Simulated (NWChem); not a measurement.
SbF2 cation; SMILES [F][Sb+][F]

```xyz
3

Sb     0.0000     0.0000     0.3267
F     -1.3990     0.0000    -0.9256
F      1.3990     0.0000    -0.9256
```
Atoms are numbered in this order, from 1.

Computed with NWChem. The geometry was optimised at PBE0/def2-SVP. def2 effective core potentials on Sb; no spin-orbit coupling. B3LYP is NWChem's, with the RPA form of VWN correlation. Vertical excitations in the gas phase; the lowest state need not have the same character in each row.

For level PBE0/def2-SVPD, full TDDFT:

| Quantity | Value |
|---|---|
| lowest excitation, singlet (eV) | 4.94 |
| lowest state with f > 0.02, singlet (eV) | 4.94 |
| orbital gap (eV) | 6.30 |

### Question
Estimate the same quantities for level B3LYP/def2-SVPD, full TDDFT.

### Answer
- lowest excitation, singlet (eV): 4.82
- lowest state with f > 0.02, singlet (eV): 4.82
- orbital gap (eV): 5.81
